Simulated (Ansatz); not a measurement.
Geometry optimisation, Ansatz, RKS PBE/def2-SVP.

input.yaml

```yaml
crystal:
  periodic: [false, false, false]
  atoms:
    - { symbol: Ta, position_ang: [-0.084533, 0.363831, -0.044777] }
    - { symbol: O, position_ang: [1.870325, 0.16677, -0.305486] }
    - { symbol: H, position_ang: [2.441691, 0.504366, 0.414953] }
    - { symbol: F, position_ang: [0.346448, 1.230107, 1.604419] }
    - { symbol: F, position_ang: [-0.287299, -0.772016, -1.553768] }
    - { symbol: F, position_ang: [-0.742193, 1.908587, -0.873346] }
    - { symbol: F, position_ang: [-1.432022, -0.588903, 0.868999] }
    - { symbol: "N", position_ang: [1.450254, -2.385002, 1.087757] }
    - { symbol: H, position_ang: [1.001324, -3.258855, 0.795042] }
    - { symbol: Si, position_ang: [2.201006, -2.305024, 2.678707] }
    - { symbol: H, position_ang: [3.286611, -3.325835, 2.935641] }
    - { symbol: H, position_ang: [2.831021, -0.934746, 2.761295] }
    - { symbol: H, position_ang: [1.14055, -2.460314, 3.737994] }
    - { symbol: H, position_ang: [1.980417, -1.963567, 0.294868] }
basis:
  gaussian: { orbitals: def2-SVP }
hamiltonian:
  xc: pbe
relax:
  f_tol: 0.03
  max_steps: 50
```

Run as:

```bash
$ ansatz run input.yaml --threads 4 --pin off --max-ram 5120MiB --backend cpu --events-out ev --progress --plain --runs-dir out
```

Problem. Where does it end, and by what steps?

Solution. It converged. The force dipped under the threshold on the way, but the program's further checks kept it going. After 21 steps the energy has fallen by 0.820 eV; F4 moved furthest, 0.95 Å. Joined: Ta1–N8 (3.35 → 2.37 Å).

```csv
step,energy less start (eV),largest force component (eV/Å),accepted
0,0.0000,1.207,yes
1,-0.1544,0.630,yes
2,-0.3663,1.117,yes
3,-0.5869,1.204,yes
4,-0.6534,0.959,yes
5,-0.7288,0.464,yes
6,-0.7780,0.432,yes
7,-0.7997,0.152,yes
8,-0.7498,1.152,no
9,-0.8107,0.152,yes
10,-0.8122,0.112,yes
11,-0.8135,0.066,yes
12,-0.8139,0.146,yes
13,-0.8149,0.194,yes
14,-0.8157,0.151,yes
15,-0.8174,0.086,yes
16,-0.8174,0.198,yes
17,-0.8188,0.103,yes
18,-0.8194,0.060,yes
19,-0.8199,0.020,yes
20,-0.8202,0.054,yes
21,-0.8203,0.023,yes
```

```xyz
14
Properties=species:S:1:pos:R:3
Ta 0.203 -0.042 0.138
O 1.979 0.620 -0.089
H 2.813 0.937 0.288
F 0.341 0.375 2.014
F 0.322 -1.064 -1.471
F -0.762 1.454 -0.482
F -1.348 -1.064 0.630
N 1.183 -2.046 0.946
H 0.356 -2.659 1.039
Si 2.107 -1.975 2.510
H 2.887 -3.252 2.659
H 3.061 -0.825 2.425
H 1.120 -1.838 3.622
H 1.742 -2.443 0.175
```

Whether the end is a true minimum wasn't checked by a vibrational analysis.

Run time: 63 s on 4 threads of Arm Neoverse V2 (shared host), peak memory 0.26 GiB.
